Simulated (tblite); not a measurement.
C₅H₁₀FOSi (doublet state).
SMILES with atom numbers: `[CH3:1][O:2]/[C:3]([SiH2:4])=[CH:5]\[CH2:6][CH2:7][F:8]` (hydrogens: H9, H10, H11 on C1; H12, H13 on Si4; H14 on C5; H15, H16 on C6; H17, H18 on C7)

A start from a force field or distance geometry was refined with tblite, GFN2-xTB geometry optimisation, gas phase. Values at the start:

```
  coordinate    start
       C1–O2  1.406 Å
       C1–H9  1.112 Å
      C1–H11  1.134 Å
       O2–C3  1.386 Å
      C3–Si4  1.839 Å
       C3=C5  1.314 Å
     Si4–H12  1.449 Å
       C5–C6  1.483 Å
      C5–H14  1.100 Å
       C6–C7  1.536 Å
      C6–H15  1.089 Å
       C7–F8  1.376 Å
      C7–H17  1.109 Å
    C1–O2–C3   118.4°
   O2–C3–Si4   123.4°
    O2–C3–C5   117.3°
    C3–C5–C6   117.9°
   Si4–C3–C5   119.3°
    C5–C6–C7   108.8°
    C6–C7–F8   106.5°
C1–O2–C3–Si4      31°
 O2–C3–C5–C6       0°
 C3–C5–C6–C7     120°
 C5–C6–C7–F8      60°
```

Q: How do these coordinates change at the GFN2-xTB level?

A: 
```json
{"coordinate": "C1–H11", "GFN2-xTB (Å or °)": "1.097", "change": "-0.037"}
{"coordinate": "C3=C5", "GFN2-xTB (Å or °)": "1.348", "change": "+0.034"}
{"coordinate": "C1–H9", "GFN2-xTB (Å or °)": "1.090", "change": "-0.022"}
{"coordinate": "C5–H14", "GFN2-xTB (Å or °)": "1.078", "change": "-0.022"}
{"coordinate": "C3–Si4", "GFN2-xTB (Å or °)": "1.860", "change": "+0.021"}
{"coordinate": "C7–H17", "GFN2-xTB (Å or °)": "1.094", "change": "-0.015"}
{"coordinate": "C5–C6", "GFN2-xTB (Å or °)": "1.496", "change": "+0.013"}
{"coordinate": "C6–C7", "GFN2-xTB (Å or °)": "1.528", "change": "-0.008"}
{"coordinate": "O2–C3", "GFN2-xTB (Å or °)": "1.378", "change": "-0.008"}
{"coordinate": "C1–O2", "GFN2-xTB (Å or °)": "1.398", "change": "-0.008"}
{"coordinate": "C6–H15", "GFN2-xTB (Å or °)": "1.090", "change": "+0.001"}
{"coordinate": "Si4–H12", "GFN2-xTB (Å or °)": "1.450", "change": "+0.001"}
{"coordinate": "C7–F8", "GFN2-xTB (Å or °)": "1.376", "change": "0.000"}
{"coordinate": "C3–C5–C6", "GFN2-xTB (Å or °)": "124.4", "change": "+6.5"}
{"coordinate": "C6–C7–F8", "GFN2-xTB (Å or °)": "110.7", "change": "+4.2"}
{"coordinate": "C5–C6–C7", "GFN2-xTB (Å or °)": "111.6", "change": "+2.8"}
{"coordinate": "C1–O2–C3", "GFN2-xTB (Å or °)": "117.5", "change": "-0.9"}
{"coordinate": "O2–C3–Si4", "GFN2-xTB (Å or °)": "122.9", "change": "-0.5"}
{"coordinate": "Si4–C3–C5", "GFN2-xTB (Å or °)": "119.5", "change": "+0.2"}
{"coordinate": "O2–C3–C5", "GFN2-xTB (Å or °)": "117.4", "change": "+0.1"}
{"coordinate": "C1–O2–C3–Si4", "GFN2-xTB (Å or °)": "4", "change": "-27"}
{"coordinate": "C3–C5–C6–C7", "GFN2-xTB (Å or °)": "107", "change": "-13"}
{"coordinate": "C5–C6–C7–F8", "GFN2-xTB (Å or °)": "66", "change": "+6"}
{"coordinate": "O2–C3–C5–C6", "GFN2-xTB (Å or °)": "3", "change": "+3"}
```

The energy falls by 58.0 kJ/mol over 100 L-BFGS steps, the largest force on an atom goes from 1.70 to 0.009 eV/Å, and the atoms move by 0.379 Å rms after alignment. The bond that changes most is C1–H11 (ends: carbon bonded to O and 3 H; hydrogen on carbon), which shortens by 0.037 Å. Bonds longer at the end by more than 0.005 Å: 3 of 17; shorter: 11. Among the dihedrals that turn most is O2–C3–Si4–H12, from -134° to -176°. Rotational constants go from 2674, 895.0, 722.6 to 2779, 825.2, 679.0 MHz.

Its lowest GFN2-xTB frequency is 13 cm⁻¹, too small to tell a flat minimum from a shallow saddle. 3 starts were optimised and ended at 0.00, 0.28 and 1.61 kcal/mol (GFN2-xTB); the lowest of these is shown.

One conformer stands for the species.

All values are computed, not measured.
